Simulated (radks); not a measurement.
Results of a calculation; reference values are marked as such.
Problem. All-electron atom: Pt56+ in [Ar] 3d2 4s2 (not the ground configuration). Level of theory: Dirac Kohn-Sham, PBE, spin-unpolarised, spherical densities, point nucleus; open shells fill j = l - 1/2 first (a radial shooting solver on a logarithmic mesh with Libxc functionals). Some entries of the table are withheld. Estimate them.

orbital  occ.  eigenvalue (eV)  <r> (bohr)
1s1/2       2        -82299.49     0.01714
2s1/2       2              (1)     0.07121
2p1/2       2              (2)     0.05868
2p3/2       4              (3)     0.06692
3s1/2       2        -6667.768      0.1766
3p1/2       2              (4)      0.1661
3p3/2       4              (5)      0.1791
3d3/2       2        -5706.971      0.1538
3d5/2       0        -5606.367      0.1578
4s1/2       2        -3418.682      0.3385

Solution. 
(1) 2s1/2 eigenvalue (eV): -17648.31
(2) 2p1/2 eigenvalue (eV): -17107.06
(3) 2p3/2 eigenvalue (eV): -15357.27
(4) 3p1/2 eigenvalue (eV): -6454.349
(5) 3p3/2 eigenvalue (eV): -6013.363
